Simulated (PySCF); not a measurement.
A structure optimised at PBE-D3(BJ)/def2-TZVPD, used in a PySCF frequency run:

```
Hf
H 1 1.8533
H 1 1.8533 2 109.47
H 1 1.8533 2 109.47 3 -120.00
H 1 1.8533 2 109.47 3 120.00
```

Write its SMILES, formula and point group.

[HfH4], H4Hf, Td

What are its rotational constants (standard atomic weights)?

54.742, 54.742, 54.742 GHz
